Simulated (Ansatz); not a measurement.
Two isomers of C2H7ClOSi: A = `CO[SiH](C)Cl`, B = `C[Si](C)(O)Cl`.

Gas-phase electronic energies from Ansatz, PBE0-D4/def2-TZVP geometries. CCSD(T)/CBS is the MP2 limit (def2-TZVPP, def2-QZVPP) plus CCSD(T) − MP2 in def2-TZVPP, frozen cores. DFT in def2-TZVPP. B3LYP here is the variant with VWN-RPA as its local correlation; programs differ in this. Each species was taken in one conformer, which may not be the lowest.

A:

```xyz
12

C    -1.690   -0.698   -0.530
O    -0.595   -1.142    0.240
Si    0.551   -0.184    0.894
C     1.507    0.774   -0.372
Cl   -0.337    1.182    2.167
H    -2.320   -0.008    0.040
H    -1.359   -0.199   -1.448
H    -2.284   -1.570   -0.806
H     1.399   -1.076    1.710
H     0.857    1.453   -0.929
H     1.990    0.094   -1.080
H     2.281    1.373    0.114
```

B:

Z-matrix (Å, degrees):
```
C
Si 1 1.856
H 1 1.093 2 110.3
H 1 1.092 2 110.8 3 120.1
H 1 1.093 2 111.1 3 -120.1
C 2 1.848 1 113.8 3 -60.9
O 2 1.641 1 112.2 3 60.2
Cl 2 2.076 1 106.6 3 178.9
H 6 1.092 2 110.4 1 -177.5
H 6 1.092 2 110.9 1 -57.3
H 6 1.093 2 110.2 1 62.8
H 7 0.958 2 118.0 1 66.0
```

Question: Which is lower in electronic energy at CCSD(T)/CBS, and by how much? (Best estimate.)

Answer: Computed: B, by 108.8 kJ/mol.

Question: Give E(B) − E(A) in kJ/mol with B3LYP-D4, HF/def2-TZVPP, MP2/def2-TZVPP, B3LYP, CCSD(T)/def2-SVP, B2PLYP, CCSD/def2-TZVPP. (Estimate.)

Answer: Ansatz gave: B3LYP-D4 -101.2, HF/def2-TZVPP -92.3, MP2/def2-TZVPP -112.6, B3LYP -99.7, CCSD(T)/def2-SVP -87.7, B2PLYP -103.7, CCSD/def2-TZVPP -105.0. None reverses the order clearly.

Question: Does the order hold for the free energy at 298.15 K (harmonic terms from PBE0-D4)? (An estimate is asked.)

Answer: Ansatz gave: Yes: G(B) − G(A) = -107.9 kJ/mol, for one conformer each.

Largest T1 diagnostic: 0.010.

At CCSD(T), def2-SVP lies +21.2 kJ/mol from the extrapolated value and def2-TZVPP +2.8 kJ/mol. Leaving LDA and LC-ωPBE aside and taking each functional with its dispersion term where it has one, the values, not all of them listed here, spread over 11.8 kJ/mol, from r2SCAN0-D4 to BLYP-D4.
